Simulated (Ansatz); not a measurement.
Geometry optimisation, RKS B3LYP/def2-SVP in Ansatz 0.2.0.

Input:

```yaml
crystal:
  periodic: [false, false, false]
  atoms:
    - { symbol: B, position_ang: [0.5159, -2.9822, -0.1981] }
    - { symbol: Si, position_ang: [0.5743, -1.1172, 0.4404] }
    - { symbol: F, position_ang: [2.1609, -0.6367, 0.5007] }
    - { symbol: Si, position_ang: [-0.4565, 0.2459, -0.9518] }
    - { symbol: Si, position_ang: [-0.347, 2.3326, -0.2447] }
    - { symbol: S, position_ang: [-1.44836, 3.64521, -1.56604] }
    - { symbol: H, position_ang: [1.0199, -3.8074, 0.3916] }
    - { symbol: H, position_ang: [-0.0865, -3.1574, -1.2104] }
    - { symbol: H, position_ang: [-0.0158, -1.0166, 1.8241] }
    - { symbol: H, position_ang: [0.0465, 0.1283, -2.2735] }
    - { symbol: H, position_ang: [-1.9581, -0.1532, -0.9599] }
    - { symbol: H, position_ang: [-0.98069, 2.40513, 1.10432] }
    - { symbol: H, position_ang: [1.08721, 2.82015, -0.2033] }
    - { symbol: H, position_ang: [-2.6614, 2.99027, -1.3248] }
basis:
  gaussian: { orbitals: def2-SVP }
hamiltonian:
  xc: b3lyp
relax:
  f_tol: 0.015
  max_steps: 40
output:
  orbitals: {}
```

Launched with:

```bash
$ ansatz run input.yaml --threads 2 --pin off --max-ram 3072MiB --backend cpu --events-out ev --progress --plain --runs-dir out
```

Q: Where does it end, and by what steps?

A: The forces met the threshold. After 27 steps the energy has fallen by 0.762 eV; H7 moved furthest, 1.53 Å.

```
step  energy less start (eV)  largest force component (eV/Å)  accepted
   0                  0.0000                           2.250       yes
   1                 -0.5157                           0.589       yes
   2                 -0.5865                           0.540       yes
   3                 -0.6447                           0.207       yes
   4                 -0.6837                           0.178       yes
   5                 -0.7117                           0.167       yes
   6                 -0.7184                           0.598       yes
   7                 -0.7455                           0.075       yes
   8                 -0.7497                           0.068       yes
   9                 -0.7385                           0.524        no
  10                 -0.7524                           0.057       yes
  11                 -0.7543                           0.081       yes
  12                 -0.7549                           0.050       yes
  13                 -0.7566                           0.017       yes
  14                 -0.7581                           0.112       yes
  15                 -0.7588                           0.114       yes
  16                 -0.7596                           0.100       yes
  17                 -0.7602                           0.115       yes
  18                 -0.7608                           0.111       yes
  19                 -0.7612                           0.092       yes
  20                 -0.7617                           0.046       yes
  21                 -0.7619                           0.038       yes
  22                 -0.7619                           0.040        no
  23                 -0.7621                           0.028       yes
  24                 -0.7610                           0.085        no
  25                 -0.7621                           0.027        no
  26                 -0.7621                           0.032       yes
  27                 -0.7623                           0.010       yes
```

```xyz
14
Properties=species:S:1:pos:R:3
B 0.843 -2.953 -0.273
Si 0.296 -1.279 0.656
F 1.556 -0.397 1.244
Si -0.769 0.144 -0.926
Si -0.228 2.366 -0.342
S -1.217 3.805 -1.635
H 1.975 -3.169 -0.625
H -0.016 -3.741 -0.585
H -0.639 -1.507 1.798
H -0.295 -0.133 -2.316
H -2.249 -0.069 -0.888
H -0.557 2.602 1.095
H 1.224 2.611 -0.560
H -2.474 3.418 -1.314
```

Whether the end is a true minimum wasn't checked by a vibrational analysis.

Run time: 2.8 min on 2 threads of Arm Neoverse V1, with other jobs on the host, peak memory 0.36 GiB.
